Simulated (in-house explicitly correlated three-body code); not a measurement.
Computed with an exponentially correlated three-body code. Model: two electrons around a point charge, non-relativistic, variational in 260 exponentially correlated functions (energies converged to about 1e-7 hartree, or 1e-8 relative for large Z).

Command:
```bash
python run_hyl.py task.json out
```
Settings (lengths in bohr, energies in hartree):
```
Z                      26
screening              0.13
interaction_strength   1
functions              260
states_tried           13
```

Cost of the run: 2.6 min on 1 thread of AMD EPYC 7R43 64-Core Processor (Zen 3), on a shared host.

**Those bound S and P states to n = 4 that converged, binding against the one-electron ion.**

Given: nuclear charge 26; Yukawa screening of all interactions 0.13 1/bohr.

Computed: one-electron threshold -334.632633 hartree.

| term | energy (hartree) | binding (eV) |
| --- | --- | --- |
| 1 1S | -653.302247 | 8671.4 |
| 2 3S | -411.093236 | 2080.6 |
| 2 3P | ? | ? |
| 2 1S | ? | ? |
| 2 1P | -409.323964 | 2032.5 |
| 3 3S | -366.643756 | 871.07 |
| 3 3P | -366.371113 | 863.65 |
| 3 1S | -366.361399 | 863.38 |
| 3 1P | -366.154879 | 857.76 |
| 4 3S | -351.283698 | 453.1 |
| 4 1S | -351.169923 | 450 |
| 4 3P | -351.167429 | 449.93 |
| 4 1P | -351.07966 | 447.55 |

Q: What belongs in the row 2 3P?

A: energy (hartree): -410.128719; binding (eV): 2054.4.

Q: What belongs in the row 2 1S?

A: energy (hartree): -410.019098; binding (eV): 2051.4.

**Converged states only, values per electron or pair (inverse distances are <exp(-kr)/r>).**

| term | mean r (bohr) | mean r squared (bohr²) | mean inverse r (1/bohr) | mean r12 (bohr) | mean inverse r12 (1/bohr) | mean cosine | mean p1 dot p2 (bohr⁻²) | delta r1 (bohr⁻³) | delta r12 (bohr⁻³) |
| --- | --- | --- | --- | --- | --- | --- | --- | --- | --- |
| 1 1S | 0.058539 | 0.0045776 | 25.558 | 0.085685 | 15.806 | -0.0051208 | 3.3482 | 5452.2 | 648.59 |
| 2 3S | 0.14677 | 0.034649 | 16.026 | 0.24576 | 4.6617 | -0.0017848 | 0.26751 | 3124.2 | - |
| 2 3P | 0.12804 | 0.025842 | 16.007 | 0.21266 | 5.5914 | -0.07615 | -49.031 | 2788.5 | - |
| 2 1S | 0.14817 | 0.035441 | 16.004 | 0.2453 | 5.6699 | -0.002984 | 0.30133 | 3117.2 | 122.74 |
| 2 1P | 0.12917 | 0.026377 | 15.99 | 0.20511 | 6.3155 | 0.068025 | 48.488 | 2799.3 | 38.036 |
| 3 3S | 0.29602 | 0.16434 | 14.268 | 0.53854 | 2.2433 | -0.00061455 | 0.079698 | 2892.9 | - |
| 3 3P | 0.27796 | 0.14521 | 14.262 | 0.50337 | 2.4982 | -0.017567 | -11.145 | 2795.1 | - |
| 3 1S | ? | ? | ? | ? | ? | ? | ? | ? | ? |
| 3 1P | 0.27956 | 0.14706 | 14.258 | 0.50452 | 2.6958 | 0.015662 | 11.337 | 2797.4 | 11.997 |
| 4 3S | 0.50644 | 0.51535 | 13.655 | 0.95751 | 1.2669 | -0.00026902 | 0.033476 | 2837.1 | - |
| 4 1S | ? | ? | ? | ? | ? | ? | ? | ? | ? |
| 4 3P | 0.48906 | 0.48262 | 13.653 | 0.9231 | 1.371 | -0.0068031 | -4.2921 | 2796.4 | - |
| 4 1P | 0.49118 | 0.48708 | 13.651 | 0.92659 | 1.4515 | 0.006048 | 4.4035 | 2797.2 | 5.121 |

Q: What belongs in the row 3 1S?

A: mean r (bohr): 0.29804; mean r squared (bohr²): 0.16686; mean inverse r (1/bohr): 14.262; mean r12 (bohr): 0.54185; mean inverse r12 (1/bohr): 2.5089; mean cosine: -0.00095328; mean p1 dot p2 (bohr⁻²): 0.09799; delta r1 (bohr⁻³): 2891.5; delta r12 (bohr⁻³): 35.337.

Q: What belongs in the row 4 1S?

A: mean r (bohr): 0.50914; mean r squared (bohr²): 0.52126; mean inverse r (1/bohr): 13.653; mean r12 (bohr): 0.96263; mean inverse r12 (1/bohr): 1.3738; mean cosine: -0.00040936; mean p1 dot p2 (bohr⁻²): 0.042409; delta r1 (bohr⁻³): 2836.6; delta r12 (bohr⁻³): 14.667.

**Electric-dipole lines between converged S and P states, rate of the upper state's decay.**

```csv
s state,p state,p minus s (eV),oscillator strength from s,rate (1/s)
1 1S,2 1P,6639,0.79048,5.0394e+14
1 1S,3 1P,7813.7,0.15492,1.368e+14
1 1S,4 1P,8223.9,0.056964,5.5724e+13
2 1S,2 1P,?,?,?
2 1S,3 1P,1193.6,0.41568,8.5658e+12
2 1S,4 1P,1603.8,0.099531,3.703e+12
3 1S,2 1P,-1169.1,-0.045328,2.6882e+12
3 1S,3 1P,5.6197,0.035839,1.6371e+07
3 1S,4 1P,415.84,0.45823,1.1461e+12
4 1S,2 1P,-1582.5,-0.010023,1.0891e+12
4 1S,3 1P,-407.76,-0.10542,7.6056e+11
4 1S,4 1P,2.4562,0.052472,4.5786e+06
2 3S,2 3P,26.246,0.027278,2.7178e+08
2 3S,3 3P,?,?,?
2 3S,4 3P,1630.7,0.098316,3.7813e+12
3 3S,2 3P,-1183.3,-0.045686,2.7757e+12
3 3S,3 3P,7.419,0.046722,3.7196e+07
3 3S,4 3P,421.13,0.44988,1.154e+12
4 3S,2 3P,-1601.3,-0.010015,1.1142e+12
4 3S,3 3P,-410.55,-0.10726,7.8446e+11
4 3S,4 3P,3.1638,0.066962,9.695e+06
```

Q: What belongs in the row 2 1S 2 1P?

A: p minus s (eV): 18.916; oscillator strength from s: 0.020059; rate (1/s): 1.0381e+08.

Q: What belongs in the row 2 3S 3 3P?

A: p minus s (eV): 1217; oscillator strength from s: 0.40791; rate (1/s): 8.7377e+12.

**Static dipole response.**

```tsv
state	polarisability (bohr³)
1 1S	2.0833e-05
2 1S	0.041813
2 3S	0.029607
```
